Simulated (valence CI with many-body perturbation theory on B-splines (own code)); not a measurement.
## La35+: fill in the table

Computed by configuration interaction combined with many-body perturbation theory (CI+MBPT): four valence electrons over a frozen Dirac-Fock core [Ar], radial functions for each j: 9 s, 9 p, 10 d, 8 f, 5 g, 3 h, 1 i, with the one-electron correlation potential Σ1 (screened to all orders), the two-electron term Σ2, the three-electron term Σ3, Breit, model QED; selected single and double excitations, second order for the rest (own B-spline code, finite nucleus).

No measured spectrum was set against this ion. As an estimate, large intervals hold to a few tenths of a per cent, small ones and those within an open d or f shell to about a per cent. Only levels of the ground parity were solved; by the run's estimate the other parity begins above the list, which can be wrong where configurations are misplaced.

| Level | E (cm⁻¹) |
| --- | --- |
| (3d3/2^4) J=0 | 0 |
| (3d3/2^3 3d5/2) J=1 | 115510 |
| (3d3/2^3 3d5/2) J=2 | 175250 |
| (3d3/2^3 3d5/2) J=4 | 186830 |
| (3d3/2^3 3d5/2) J=3 | 200950 |
| (3d3/2^2 3d5/2^2) J=0 [a] | ? |
| (3d3/2^2 3d5/2^2) J=4 [a] | 300240 |
| (3d3/2^2 3d5/2^2) J=2 [a] | ? |
| (3d3/2^2 3d5/2^2) J=3 [a] | 317200 |
| (3d3/2^2 3d5/2^2) J=5 | 340230 |
| (3d3/2^2 3d5/2^2) J=1 | ? |
| (3d3/2^2 3d5/2^2) J=6 | 357260 |
| (3d3/2^2 3d5/2^2) J=4 [b] | 382400 |
| (3d3/2^2 3d5/2^2) J=3 [b] | 390120 |
| (3d3/2^2 3d5/2^2) J=2 [b] | ? |
| (3d3/2 3d5/2^3) J=4 [a] | 452850 |
| (3d3/2^2 3d5/2^2) J=2 [c] | 455260 |
| (3d3/2 3d5/2^3) J=3 [a] | ? |
| (3d3/2 3d5/2^3) J=5 | 513550 |
| (3d3/2^2 3d5/2^2) J=4 [c] | ? |

Levels are named by their leading jj configuration (3d3/2^4 stands for four electrons in 3d with j = 3/2), which in mixed levels can hold well under half, so a name can repeat and another be missing. Letters in brackets count levels of one name in rising energy.

Q: The levels stand in rising order. What does the calculation give for the missing energies?

A: (3d3/2^2 3d5/2^2) J=0 [a] 286170; (3d3/2^2 3d5/2^2) J=2 [a] 312620; (3d3/2^2 3d5/2^2) J=1 353480; (3d3/2^2 3d5/2^2) J=2 [b] 390580; (3d3/2 3d5/2^3) J=3 [a] 486900; (3d3/2^2 3d5/2^2) J=4 [c] 514750.
